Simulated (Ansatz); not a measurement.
Input for Ansatz (development build ahead of 0.2.0):

```yaml
crystal:
  periodic: [false, false, false]
  atoms:
    - { symbol: Os, position_ang: [0.0, 0.0, 0.0] }
    - { symbol: F, position_ang: [0.0, 0.0, 1.93] }
basis:
  gaussian: { orbitals: def2-TZVPP }
magnetization:
  spin_polarized: true
  initial_magnetization: 5
hamiltonian:
  xc: r2scan
```

The input is written out in the form of the current development build from the run's settings. The basis set brings a core potential for Os, so the total leaves out those core electrons.

Results

```
Converged                       : yes
Total energy                    : -190.48576 hartree
Spin squared of the determinant : 8.758
Stability test                  : minimum
```

Caution: other spin multiplicities were not run.
